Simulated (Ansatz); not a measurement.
Calculated with Ansatz (gas phase, PBE0-D4/def2-TZVP geometries, no zero-point term in ΔE). CBS: MP2 limit from def2 TZ/QZ plus the TZ coupled-cluster correction, frozen cores. This one scheme is used for every species. Functionals use def2-TZVPP. Triplets are unrestricted, without spin–orbit coupling. Each species was taken in one conformer, which may not be the lowest.

`OC[SiH](F)CF` → `[CH2]` (triplet) + `OC[SiH](F)F`  (formal loss of a carbene)

`OC[SiH](F)CF`:

Cartesian coordinates in Å:
```
O 1.341 -1.507 0.452
C 1.339 -0.364 -0.398
Si -0.416 0.225 -0.693
F -1.246 -1.056 -1.205
C -1.213 0.783 0.921
F -0.555 1.941 1.339
H 0.864 -2.213 0.008
H 1.901 0.417 0.124
H 1.874 -0.553 -1.339
H -0.508 1.290 -1.724
H -1.104 0.025 1.703
H -2.277 1.011 0.810
```

`[CH2]` (triplet):

Cartesian coordinates in Å:
```
C 0.158 -0.111 -0.197
H 0.552 0.823 0.173
H -0.710 -0.712 0.024
```

`OC[SiH](F)F`:

Cartesian coordinates in Å:
```
O -1.002 1.427 0.157
C -0.892 0.022 -0.006
Si 0.875 -0.570 0.098
F 1.454 -0.394 1.564
F 1.729 0.384 -0.852
H -0.433 1.858 -0.485
H -1.346 -0.319 -0.950
H -1.481 -0.437 0.795
H 1.095 -1.971 -0.320
```

Q: Is it downhill or uphill in electronic energy at CCSD(T)/CBS, and by how much? (Estimate.)

A: Ansatz gave: Uphill: ΔE = +211.6 kJ/mol.

Q: What do these levels give: ωB97M-V, PBE, r2SCAN, PBE0, CCSD/def2-TZVPP, MP2/def2-QZVPP? (Estimate.)

A: The calculation gave: ωB97M-V 223.1, PBE 231.9, r2SCAN 194.0, PBE0 216.3, CCSD/def2-TZVPP 190.3, MP2/def2-QZVPP 209.3 kJ/mol.

Largest T1 diagnostic among the species: 0.011.

The D4 term adds +9.6 kJ/mol with B3LYP and +5.4 kJ/mol with PBE0; it sums over pairs of atoms, weighted by their polarisabilities, and B3LYP, whose exchange is more repulsive, gets the larger term. In def2-TZVPP, CCSD(T) changes the Hartree–Fock value by +138.1 kJ/mol (the triples alone add +12.2 kJ/mol) and MP2 by +140.6 kJ/mol.

B3LYP here is the variant with VWN-RPA as its local correlation; programs differ in this.
